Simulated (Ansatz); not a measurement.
`C[O][AlH][Br]` from Hartree–Fock to CCSD(T)

```xyz
8

C     0.7818   -0.9156    0.4844
O     0.5719    0.1912   -0.3463
Al   -0.7058    1.1962   -0.7381
Br   -2.7112    0.8299    0.2295
H     1.1050   -1.7728   -0.1139
H     1.5701   -0.6908    1.2091
H    -0.1222   -1.1998    1.0344
H    -0.4896    2.3617   -1.7590
```

The species carries charge 0 and has multiplicity 1. Correlated methods include outer-core shells of Br, which these sets cover unevenly. Scalar relativity is left out up to krypton. The structure was optimised at the PBE0-D4/def2-TZVP level. It is one conformer, not always the lowest. Frozen core, restricted reference, Ansatz 0.2.0.

```json
{"basis": "def2-SVP", "HF (Eh)": "-2929.02844", "MP2 corr.": "?", "CCSD corr.": "-0.64564", "(T)": "-0.01454", "CCSD(T) total": "?"}
{"basis": "def2-TZVPP", "HF (Eh)": "?", "MP2 corr.": "-0.76005", "CCSD corr.": "?", "(T)": "-0.02740", "CCSD(T) total": "?"}
{"basis": "def2-QZVPP", "HF (Eh)": "?", "MP2 corr.": "-1.11490", "CCSD corr.": "–", "(T)": "–", "CCSD(T) total": "–"}
```

Fill in the withheld values. (Best estimate.)

Computed: def2-SVP MP2 corr.: -0.61582; def2-SVP CCSD(T) total: -2929.68862; def2-TZVPP HF (Eh): -2929.56835; def2-TZVPP CCSD corr.: -0.78765; def2-TZVPP CCSD(T) total: -2930.38340; def2-QZVPP HF (Eh): -2929.63061.
